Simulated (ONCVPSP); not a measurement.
## Configuration tests for magnesium (Mg) (ONCV)

```
Element                 : magnesium
Generator               : ONCVPSP 4.0.1
Type                    : optimised norm-conserving Vanderbilt (ONCV)
Functional              : PBEsol
Relativity              : scalar-relativistic
Frozen core             : [He]
Valence charge          : 10
Reference configuration : 2s2 2p6 3s1 3p1
Partial waves           : 2s+3s: rc 1.25 bohr, ncon 4, nbas 9, qcut 7.6 1/bohr, 2 projectors; 2p+3p: rc 1.40 bohr, ncon 5, nbas 9, qcut 9.7 1/bohr, 3 projectors, debl 1 Ha
Local potential         : polynomial inside 1.20 bohr (lpopt 4, dvloc0 0 Ha)
Core correction         : Teter function, fcfact 2.25, rcfact 1.45
```

Energies are relative to the spin-unpolarised reference configuration 2s2 2p6 3s1 3p1; without spin polarisation the order of configurations can differ from experiment.

| valence configuration | charge | ΔE all-electron (eV) | error AE − PS (meV) |
| --- | --- | --- | --- |
| 2s2 2p6 3s2 3p0 | 0 | -3.474 | -0.2 |
| 2s2 2p6 3s1 3p0 | +1 | 4.446 | +0.1 |
| 2s2 2p6 3s0 3p2 | 0 | 3.652 | -0.3 |

Q: What are ΔE and the potential's error for 2s2 2p6 3s0 3p0?

A: ΔE = 19.262 eV all-electron; the error (AE − PS) is -1.2 meV.

Levels in the configuration 2s2 2p6 3s0 3p2:

```
level  all-electron (eV)  pseudo (eV)
   2s            -83.552      -83.580
   2p            -50.477      -50.499
   3p             -2.637       -2.637
```
